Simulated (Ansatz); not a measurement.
The same molecule with X = C, Si, Ge, Sn. Ansatz, PBE0-D4/def2-TZVP geometries, multiplicity 1. Each molecule was computed in one conformer, which needn't be the lowest.

Elements past krypton have def2 core potentials. Scalar relativity is left out up to krypton.

```csv
X,molecule,mean X–Cl bond length / Å,mean X–O bond length / Å,HOMO–LUMO gap (B3LYP/def2-TZVPP) / eV,HOMO–LUMO gap (PBE/def2-TZVPP) / eV,HOMO energy (ωB97M-V/def2-TZVPP) / eV
C,`OC(O)(Cl)Cl`,1.786,1.364,8.08,6.02,-11.07
Ge,`[OH][Ge]([OH])([Cl])[Cl]`,2.125,1.748,7.58,5.67,-11.64
Sn,`[OH][Sn]([OH])([Cl])[Cl]`,2.295,1.935,6.43,4.49,-11.78
```

Task: Give the row for X = Si, `O[Si](O)(Cl)Cl`. (Best estimate.)

Result: Computed: 
```csv
X,molecule,mean X–Cl bond length / Å,mean X–O bond length / Å,HOMO–LUMO gap (B3LYP/def2-TZVPP) / eV,HOMO–LUMO gap (PBE/def2-TZVPP) / eV,HOMO energy (ωB97M-V/def2-TZVPP) / eV
Si,`O[Si](O)(Cl)Cl`,2.035,1.618,8.75,6.97,-11.41
```

From C to Sn the mean X–Cl bond length rises at each step, by 0.509 Å in all; the mean X–O bond length rises at each step, by 0.571 Å in all; the HOMO–LUMO gap (B3LYP/def2-TZVPP) isn't monotonic: highest at Si, lowest at Sn; the HOMO–LUMO gap (PBE/def2-TZVPP) isn't monotonic: highest at Si, lowest at Sn; the HOMO energy (ωB97M-V/def2-TZVPP) falls at each step, by 0.71 eV in all. Bonds lengthen as the atom grows down the group.

B3LYP here is the variant with VWN-RPA as its local correlation; programs differ in this.
